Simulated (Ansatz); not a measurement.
CoN₂H₄⁺, that is Co(NH2)2 with one electron fewer. Total charge 1; quintet. Geometry PBE0-D4/def2-TZVP, that of the neutral quartet; atoms count from 1.

```xyz
7

Co   -0.002    0.002   -0.004
N    -1.430    0.518    0.994
H    -2.271   -0.020    1.141
H    -1.508    1.385    1.505
N     1.427   -0.515   -1.000
H     1.511   -1.386   -1.502
H     2.273    0.017   -1.134
```

(1) Estimate the Mulliken populations from the PBE0/def2-TZVP orbitals of Ansatz.

(2) Where does the spin sit?

(3) And the Mayer bond orders between heavy atoms (over 0.3)?

Results:

(1) 
| atom | charge (e) | spin (α − β) | d electrons |
| --- | --- | --- | --- |
| Co1 | 0.68 | 2.55 | 7.53 |
| N2 | -0.43 | 0.78 | – |
| H3 | 0.30 | -0.03 | – |
| H4 | 0.30 | -0.03 | – |
| N5 | -0.43 | 0.78 | – |
| H6 | 0.30 | -0.03 | – |
| H7 | 0.30 | -0.03 | – |
Mulliken values depend strongly on the basis.

(2) Summed by element: Co 2.55, N 1.56, H -0.11, of 4 unpaired in all. Largest on single atoms: Co1 2.55, N2 0.78, N5 0.78.

(3) Co1–N2 0.90 (1.82 Å); Co1–N5 0.90 (1.82 Å).
